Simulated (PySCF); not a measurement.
Q: Give a GFN2-xTB geometry of `[H]/N=C(\C=C)C(=C)F`.

A: 
```
atom  x, y, z in Å
C1    -2.315    0.551    0.640
C2    -1.001    0.711    0.733
C3    -0.012   -0.196    0.127
N4    -0.250   -1.239   -0.559
C5     1.409    0.134    0.333
C6     2.433   -0.566   -0.133
F7     1.646    1.250    1.063
H8    -3.002    1.241    1.100
H9    -2.766   -0.271    0.105
H10   -0.598    1.551    1.281
H11   -1.237   -1.446   -0.687
H12    2.239   -1.449   -0.711
H13    3.449   -0.270    0.054
```

Orientation and origin are arbitrary. Atoms count from 1 in this order. The 7 heavy atoms lie in one plane (0.002 Å rms). Of the pairs four or more bonds apart, F7···H10 is among the closest relative to their van der Waals radii: 2.27 Å, 85 % of the sum of Bondi's values. The C–C distances run from 1.325 Å (C5=C6, drawn double) to 1.474 Å (C3–C5, drawn single), a spread of 0.149 Å. N4 (imine nitrogen) is bent (angle 114.6°).

Bonds between heavy atoms (Å): C1=C2 1.327, C2–C3 1.473, C3=N4 1.271, C3–C5 1.474, C5=C6 1.325, C5–F7 1.354.

Computed geometry: GFN2-xTB, gas phase.

Point group: Cs (every atom within 0.08 Å of its image). No GFN2-xTB frequencies stand behind this structure, so it isn't proved a minimum. The numbers are those of one conformer (C1–C2–C3–N4 0°, C2–C3–C5–C6 180°).
